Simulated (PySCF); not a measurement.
This PySCF input asks for the NMR shieldings of `F[C@H]1C[C@@H]([Si@@H]([SiH3])N[SiH3])C1`, C4H14FNSi3; the geometry comes from GFN2-xTB.

```python
import basis_set_exchange as bse
import numpy as np
from pyscf import gto, dft
from pyscf.prop import nmr

atoms = """
F    -1.553663   -2.223276    1.073915
C    -2.310536   -1.208854    0.518935
C    -1.791726    0.185462    0.876342
C    -1.353851    0.389275   -0.588031
Si    0.532643    0.498150   -0.867559
Si    1.401134    2.548554   -0.271590
N     1.218395   -0.762282    0.105003
Si    2.844082   -1.068876    0.618039
C    -1.989464   -0.966631   -0.956208
H    -3.348850   -1.440315    0.773292
H    -2.569958    0.862498    1.223510
H    -0.985433    0.166786    1.607671
H    -1.861789    1.228373   -1.063052
H     0.712514    0.147078   -2.296449
H     1.809943    2.658918    1.131984
H     2.589938    2.870369   -1.067193
H     0.452159    3.646655   -0.497022
H     0.566368   -1.470456    0.407854
H     3.169164   -2.467526    0.331102
H     3.686148   -0.148369   -0.143593
H     2.958966   -0.812082    2.058248
H    -2.873511   -0.903753   -1.588031
H    -1.307428   -1.702711   -1.377086
"""
names = dict.fromkeys(["F", "C", "Si", "N", "H"], "pcSseg-1")
basis = {el: gto.basis.parse(bse.get_basis(n, elements=[el], fmt="nwchem")) for el, n in names.items()}
mol = gto.M(atom=atoms, basis=basis, charge=0, verbose=0)
mf = dft.RKS(mol, xc="PBE0")
mf.grids.level = 2
mf.grids.alignment = dft.numint.BLKSIZE   # the property module wants whole blocks of grid points
mf.conv_tol = 1e-9
mf.kernel()

calc = nmr.RKS(mf)   # GIAO
C = mf.mo_coeff
Co = C[:, mf.mo_occ > 0]
resp = mf.gen_response(singlet=True, hermi=2)
def vind(x):   # induced exchange potential for any number of trial vectors
    d = np.einsum("pi,xij,qj->xpq", C, 2 * x.reshape(-1, C.shape[1], Co.shape[1]), Co, optimize=True)
    return np.einsum("xpq,pi,qj->xij", resp(d - d.transpose(0, 2, 1)), C, Co, optimize=True).ravel()
mo1, _ = nmr.rhf.solve_mo1(calc, with_cphf=vind)
sigma = calc.kernel(mo1)
for i, s in enumerate(sigma):   # ppm
    w = np.linalg.eigvalsh((s + s.T) / 2)
    print("%2d %-2s iso %8.1f  s11 %8.1f  s22 %8.1f  s33 %8.1f" % (i, mol.atom_pure_symbol(i), w.mean(), *w))
```

**Question.** What does it print?

**Answer.** 
```
 0 F  iso    367.5  s11    314.8  s22    382.9  s33    404.6
 1 C  iso     95.0  s11     58.4  s22     79.1  s33    147.7
 2 C  iso    156.7  s11    139.6  s22    150.7  s33    179.9
 3 C  iso    170.8  s11    165.0  s22    169.9  s33    177.6
 4 Si iso    368.9  s11    343.7  s22    366.7  s33    396.2
 5 Si iso    471.5  s11    454.5  s22    475.1  s33    484.9
 6 N  iso    278.0  s11    241.0  s22    264.5  s33    328.7
 7 Si iso    403.4  s11    360.3  s22    385.7  s33    464.3
 8 C  iso    152.6  s11    135.7  s22    148.2  s33    173.8
 9 H  iso     26.4  s11     21.6  s22     27.0  s33     30.5
10 H  iso     29.1  s11     25.7  s22     26.8  s33     34.7
11 H  iso     29.3  s11     25.7  s22     29.5  s33     32.6
12 H  iso     30.0  s11     25.9  s22     28.7  s33     35.3
13 H  iso     26.5  s11     23.5  s22     24.1  s33     31.9
14 H  iso     28.3  s11     25.0  s22     26.7  s33     33.0
15 H  iso     28.2  s11     24.7  s22     26.0  s33     33.9
16 H  iso     28.5  s11     24.5  s22     26.9  s33     34.2
17 H  iso     31.9  s11     20.1  s22     30.1  s33     45.6
18 H  iso     26.8  s11     22.9  s22     24.8  s33     32.8
19 H  iso     27.1  s11     23.4  s22     26.5  s33     31.4
20 H  iso     26.8  s11     22.8  s22     25.0  s33     32.7
21 H  iso     28.8  s11     25.4  s22     26.4  s33     34.7
22 H  iso     29.4  s11     25.9  s22     28.5  s33     33.9
```

These numbers come from an equivalent density-fitted implementation of the same equations, which agrees with the script to about 0.01 ppm for H and up to a few tenths of a ppm for heavy atoms, so last digits may differ.

Size and cost of the density-fitted run: 244 basis functions, 3.3 min wall time (2.6 min CPU) on 1 thread of an Intel Xeon, shared host; peak memory 1.1 GiB.
